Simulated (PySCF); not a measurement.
Isomers of C6H12O2, mass 116.084 u with the commonest isotopes. The calculation used PBE0-D3(BJ)/def2-SVP geometry optimisation, gas phase (PySCF 2.14.0). One conformer each, none proved a minimum here; rigid rotors.

Question: Order these by rotational constant C, smallest first.
A. `[CH3:1][C@@H:2]1[CH2:3][O:4][CH2:5][C@H:6]([CH3:7])[O:8]1` with C1–C2–C3–O4 -176°, C2–C3–O4–C5 57°, C3–O4–C5–C6 -57°, O4–C5–C6–C7 176°
B. `[CH3:1][CH:2]([CH3:3])[O:4][CH:5]1[CH2:6][O:7][CH2:8]1` with C1–C2–O4–C5 -67°, C2–O4–C5–C6 -169°, O4–C5–C6–O7 -128°, C5–C6–O7–C8 9°, C6–O7–C8–C5 -9°, O4–C5–C8–O7 123°
C. `[CH3:1][CH2:2][O:3][C:4](=[O:5])[CH:6]([CH3:7])[CH3:8]` with C1–C2–O3–C4 85°, C2–O3–C4–O5 -1°, O3–C4–C6–C7 168° (ethyl isobutanoate)
D. `[CH3:1][CH2:2][C:3]([CH3:4])([CH3:5])[O:6][CH:7]=[O:8]` with C1–C2–C3–C4 -61°, C2–C3–O6–C7 61°, C3–O6–C7–O8 0° (1,1-dimethylpropyl formate)

Answer: B (1000 MHz), C (1037 MHz), A (1244 MHz), D (1467 MHz).

Question: Order these by dipole moment, largest first.
A. `[CH3:1][CH:2]([CH3:3])[C@H:4]([CH3:5])[C:6](=[O:7])[OH:8]` with C1–C2–C4–C5 -172°, C2–C4–C6–O7 86°, C4–C6–O8–H 178°
B. `[CH3:1][CH:2]([CH3:3])[O:4][CH:5]1[CH2:6][O:7][CH2:8]1` with C1–C2–O4–C5 -67°, C2–O4–C5–C6 -169°, O4–C5–C6–O7 -128°, C5–C6–O7–C8 9°, C6–O7–C8–C5 -9°, O4–C5–C8–O7 123°
C. `[CH3:1][CH2:2][C:3]([CH3:4])([CH3:5])[O:6][CH:7]=[O:8]` with C1–C2–C3–C4 -61°, C2–C3–O6–C7 61°, C3–O6–C7–O8 0° (1,1-dimethylpropyl formate)
D. `[CH3:1][C@@H:2]1[CH2:3][O:4][CH2:5][C@H:6]([CH3:7])[O:8]1` with C1–C2–C3–O4 -176°, C2–C3–O4–C5 57°, C3–O4–C5–C6 -57°, O4–C5–C6–C7 176°
E. `[CH3:1][CH2:2][O:3][C:4](=[O:5])[CH:6]([CH3:7])[CH3:8]` with C1–C2–O3–C4 85°, C2–O3–C4–O5 -1°, O3–C4–C6–C7 168° (ethyl isobutanoate)

Answer: B (2.57 D), C (2.00 D), E (1.69 D), A (1.47 D), D (0.30 D).

Question: Order these by rotational constant A, largest first.
A. `[CH3:1][CH2:2][O:3][C:4](=[O:5])[CH:6]([CH3:7])[CH3:8]` with C1–C2–O3–C4 85°, C2–O3–C4–O5 -1°, O3–C4–C6–C7 168° (ethyl isobutanoate)
B. `[CH3:1][C@@H:2]1[CH2:3][O:4][CH2:5][C@H:6]([CH3:7])[O:8]1` with C1–C2–C3–O4 -176°, C2–C3–O4–C5 57°, C3–O4–C5–C6 -57°, O4–C5–C6–C7 176°
C. `[CH3:1][CH:2]([CH3:3])[O:4][CH:5]1[CH2:6][O:7][CH2:8]1` with C1–C2–O4–C5 -67°, C2–O4–C5–C6 -169°, O4–C5–C6–O7 -128°, C5–C6–O7–C8 9°, C6–O7–C8–C5 -9°, O4–C5–C8–O7 123°
D. `[CH3:1][CH:2]([CH3:3])[C@H:4]([CH3:5])[C:6](=[O:7])[OH:8]` with C1–C2–C4–C5 -172°, C2–C4–C6–O7 86°, C4–C6–O8–H 178°
E. `[CH3:1][CH2:2][C:3]([CH3:4])([CH3:5])[O:6][CH:7]=[O:8]` with C1–C2–C3–C4 -61°, C2–C3–O6–C7 61°, C3–O6–C7–O8 0° (1,1-dimethylpropyl formate)

Answer: C (4738 MHz), A (4068 MHz), B (3054 MHz), E (2441 MHz), D (2354 MHz).

```csv
SMILES,point group,Ia (u·Å²),Ib (u·Å²),Ic (u·Å²),κ,μa (D),μb (D),μc (D)
CCOC(=O)C(C)C,C1,124.22,426.21,487.37,-0.90,0.37,1.45,0.79
CCC(C)(C)OC=O,C1,207.03,273.32,344.48,-0.22,1.82,0.55,0.64
CC(C)OC1COC1,C1,106.67,433.91,505.13,-0.91,2.19,0.45,1.26
C[C@@H]1COC[C@H](C)O1,Cs,165.47,272.93,406.32,-0.33,0.00,0.30,0.01
CC(C)[C@H](C)C(=O)O,C1,214.72,284.43,351.07,-0.26,0.55,0.81,1.10
```
